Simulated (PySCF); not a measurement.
wavenumber (cm⁻¹), absorption (km/mol per cm⁻¹) and a bar:
```
        0      0.030 
       37      0.032 
       74      0.034 
      111      0.037 
      148      0.039 
      185      0.042 
      222      0.045 
      259      0.049 
      297      0.053 
      334      0.058 
      371      0.064 
      408      0.070 
      445      0.078 
      482      0.087 
      519      0.099 
      556      0.112 
      593      0.130 
      630      0.152 
      667      0.181 
      704      0.222 
      741      0.279 
      778      0.366 
      815      0.506 
      853      0.760 
      890      1.292 #
      927      2.703 ##
      964      8.112 #####
     1001     19.408 ############
     1038      6.244 ####
     1075      2.321 #
     1112      1.232 #
     1149      0.821 
     1186      0.644 
     1223      0.573 
     1260      0.566 
     1297      0.612 
     1334      0.716 
     1372      0.905 #
     1409      1.238 #
     1446      1.868 #
     1483      3.222 ##
     1520      6.870 ####
     1557     20.943 ############
     1594     50.251 ##############################
     1631     15.935 ##########
     1668      5.689 ###
     1705      2.795 ##
     1742      1.646 #
     1779      1.084 #
     1816      0.767 
     1853      0.573 
     1890      0.444 
     1928      0.355 
     1965      0.291 
     2002      0.242 
     2039      0.205 
     2076      0.176 
     2113      0.153 
     2150      0.134 
     2187      0.119
```

This is the computed harmonic infrared spectrum of singlet AsH₆⁻, Lorentzian lines of 55 cm⁻¹ full width. All numbers come from PBE0/[As def2-TZVPD, H def2-TZVPD], no relativity, density fitting, PySCF.

Question: Which bands make it up, and how are they assigned?

Answer: In Oh symmetry, counting bands above 1 % of the strongest: 997 cm⁻¹ (t1u, bend, 1700 km/mol); 1590 cm⁻¹ (t1u, stretch, 4426 km/mol).

Only a few start shapes were tried, so a lower isomer may exist. The lowest empty level of this anion is unbound, so it and the gap depend on the basis.
